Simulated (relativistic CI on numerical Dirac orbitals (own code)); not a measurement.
# Line list: Forbidden lines, Ru19+

Method of calculation: Dirac-Coulomb-Breit CI, orbitals from a KLI potential per configuration, QED by a radiative potential, unscaled Slater integrals (own radial code, finite nucleus).

Configuration list (outside the closed core [Ne]): 3s2 3p6 3d7, 3s2 3p5 3d8, 3s2 3p4 3d9, 3s 3p6 3d8, 3p6 3d9, 3s 3p5 3d9, 3s2 3p6 3d6 4s, 3s2 3p6 3d6 4p, 3s2 3p6 3d6 4d, 3s2 3p6 3d6 4f, 3s2 3p6 3d5 4s2, 3s2 3p5 3d7 4s, 3s2 3p4 3d8 4s, 3s2 3p6 3d5 4s 4p, 3s2 3p4 3d8 4p, 3s2 3p5 3d7 4p, 3s2 3p6 3d6 5s, 3s2 3p6 3d5 4p2, 3s2 3p6 3d6 5p, 3s2 3p6 3d5 4s 4d, 3s2 3p4 3d8 4d, 3s 3p5 3d8 4s, 3s2 3p6 3d6 5d, 3s2 3p5 3d7 4d, 3s 3p6 3d7 4s, 3s 3p5 3d8 4p, 3s2 3p6 3d6 5f, 3s2 3p5 3d6 4s2, 3s2 3p6 3d6 5g, 3s 3p6 3d7 4p, 3s2 3p6 3d6 6s, 3s 3p5 3d8 4d, 3p6 3d8 4s, 3s2 3p6 3d6 6p, 3s2 3p6 3d6 6d, 3p6 3d8 4p. Levels of other configurations are missing.

```tsv
λ vac (nm)	Lower	Upper	Type	A (s⁻¹)	E lower (cm⁻¹)	E upper (cm⁻¹)
3.6483	3s2 3p6 3d7 4F_9/2 [1]	3s2 3p6 3d6 4s 4F_9/2 [90]	E2	3.44e+07	0	2741014
3.6824	3s2 3p6 3d7 4F_7/2 [2]	3s2 3p6 3d6 4s 4H_7/2 [91]	E2	2.61e+07	28926	2744519
3.6904	3s2 3p6 3d7 4F_9/2 [1]	3s2 3p6 3d6 4s 4D_5/2 [87]	E2	6.09e+07	0	2709739
3.7117	3s2 3p6 3d7 4F_9/2 [1]	3s2 3p6 3d6 4s 4D_7/2 [85]	E2	9.30e+07	0	2694192
3.7226	3s2 3p6 3d7 4F_7/2 [2]	3s2 3p6 3d6 4s 4D_3/2 [88]	E2	4.95e+07	28926	2715203
3.7263	3s2 3p6 3d7 4F_5/2 [3]	3s2 3p6 3d6 4s 4D_1/2 [89]	E2	8.87e+07	39274	2722886
3.7302	3s2 3p6 3d7 4F_7/2 [2]	3s2 3p6 3d6 4s 4D_5/2 [87]	E2	3.91e+07	28926	2709739
3.7353	3s2 3p6 3d7 4F_9/2 [1]	3s2 3p6 3d6 4s 6D_7/2 [82]	E2	2.18e+07	0	2677139
3.7370	3s2 3p6 3d7 4F_5/2 [3]	3s2 3p6 3d6 4s 4D_3/2 [88]	E2	3.41e+07	39274	2715203
3.7426	3s2 3p6 3d7 4F_3/2 [4]	3s2 3p6 3d6 4s 4D_3/2 [88]	E2	7.13e+07	43281	2715203
3.7446	3s2 3p6 3d7 2G_9/2 [7]	3s2 3p6 3d6 4s 4H_7/2 [91]	E2	1.49e+07	73993	2744519
3.7447	3s2 3p6 3d7 4F_5/2 [3]	3s2 3p6 3d6 4s 4D_5/2 [87]	E2	2.20e+07	39274	2709739
3.7520	3s2 3p6 3d7 4F_7/2 [2]	3s2 3p6 3d6 4s 4D_7/2 [85]	E2	2.59e+07	28926	2694192
3.7569	3s2 3p6 3d7 4P_3/2 [5]	3s2 3p6 3d6 4s 4D_1/2 [89]	E2	9.27e+07	61094	2722886
3.7666	3s2 3p6 3d7 4F_5/2 [3]	3s2 3p6 3d6 4s 4D_7/2 [85]	E2	1.33e+07	39274	2694192
3.7895	3s2 3p6 3d7 4P_5/2 [6]	3s2 3p6 3d6 4s 4D_5/2 [87]	E2	3.99e+07	70886	2709739
3.7978	3s2 3p6 3d7 4P_3/2 [5]	3s2 3p6 3d6 4s 4D_7/2 [85]	E2	1.21e+07	61094	2694192
3.8067	3s2 3p6 3d7 4P_1/2 [8]	3s2 3p6 3d6 4s 4D_5/2 [87]	E2	1.47e+07	82808	2709739
3.8120	3s2 3p6 3d7 4P_5/2 [6]	3s2 3p6 3d6 4s 4D_7/2 [85]	E2	1.77e+07	70886	2694192
3.8369	3s2 3p6 3d7 4P_5/2 [6]	3s2 3p6 3d6 4s 6D_7/2 [82]	E2	8.89e+06	70886	2677139
```

Terms are leading LS components. Brackets give the number of a level in order of energy, since labels repeat. The list gives strong lines, with weight on those to low levels, among the lowest 400 of 9835 levels, so that lines to higher ones, which can be the strongest, are missing. Levels whose partners in the same complex of configurations lie outside the list can be far off, and so can their lines. Rates are taken at the computed energies, electric ones in the length gauge.

At this charge energies of transitions that change n are usually good to better than 1 %, and those within a shell (Δn = 0) to a few per cent. Terms inside the open d or f shell come out 10 to 20 % too wide with unscaled integrals.

LS names give the leading component of a level, which can be under half, so a name can repeat, a term be missing and a line seem to break the LS rules.
